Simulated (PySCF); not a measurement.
# Static response to an electric field

Species: C3H12N2Si.
Atom-mapped SMILES: `[CH3:1][NH:2][NH:3][SiH:4]([CH3:5])[CH3:6]` (hydrogens: H7, H8, H9 on C1; H10 on N2; H11 on N3; H12 on Si4; H13, H14, H15 on C5; H16, H17, H18 on C6)

Geometry (GFN2-xTB, Å), atoms numbered from 1 in this order:
```xyz
18
C3H12N2Si angstrom
C      2.3409   -0.9582    0.7126
N      1.6687   -0.7808   -0.5636
N      0.8010    0.3393   -0.5972
Si    -0.6379    0.5195    0.3486
C     -1.6117   -1.0989    0.1304
C     -1.5326    2.0123   -0.3949
H      1.6502   -1.0772    1.5570
H      2.9653   -0.0837    0.8959
H      2.9778   -1.8374    0.6403
H      1.0961   -1.5989   -0.7580
H      1.3359    1.1623   -0.8394
H     -0.4446    0.7471    1.7998
H     -1.7233   -1.3558   -0.9192
H     -1.1207   -1.9328    0.6243
H     -2.6070   -1.0167    0.5553
H     -1.7211    1.8819   -1.4551
H     -2.4881    2.1610    0.0954
H     -0.9577    2.9236   -0.2704
```

Level: CAM-B3LYP/def2-SVPD (PySCF), static field, nuclei fixed, core orbitals frozen in the response. The polarisability tensor in these axes (au):

```
x   85.44 -6.48  1.55
y   -6.48 83.81 -2.11
z    1.55 -2.11 72.82
```

Give the principal values, the mean and the anisotropy Δα = √{½[(α1 − α2)² + (α2 − α3)² + (α1 − α3)²]}.

Principal values 72.41, 78.15 and 91.51 au; mean 80.69 au = 11.96 Å³ = 13.30 × 10⁻⁴⁰ C²·m²/J; Δα = 16.97 au (21 % of the mean).

What is the dipole moment, and where does it point?

(-0.36, -0.12, 0.69) D, 0.79 D in size, pointing from the negative to the positive side. Measured along this direction, the outermost atoms are H11 at the negative end and H15 at the positive end.

In a dilute gas of rigid molecules at 400 K, how does the orientational term μ²/3kT compare with the electronic polarisability?

In Gaussian units μ²/3kT = 3.74 Å³ against 11.96 Å³, a ratio of 0.31; the Debye molar polarisation (4π/3)N_A(α + μ²/3kT) is 39.6 cm³/mol, leaving out the vibrational part.

Find the Langevin capture rate constant for NH4+ (18.034 u) meeting this molecule (104.077 u), k = 2.342 × 10⁻⁹ cm³/s × √(α in Å³ / reduced mass in u).

The reduced mass is 15.37 u, so k = 2.07 × 10⁻⁹ cm³/s. The formula leaves out the permanent dipole, which adds to the capture rate.

Traceless (Buckingham) quadrupole moment about the centre of nuclear charge: eigenvalues?

-7.13, 2.04, 5.09 D·Å. The values depend on the origin, since the dipole doesn't vanish. The electronic extent ⟨r²⟩ about the same centre is 953 bohr², a root-mean-square distance of 2.15 Å for the 58 electrons.

Isolated species at its GFN2-xTB geometry (one conformer only).
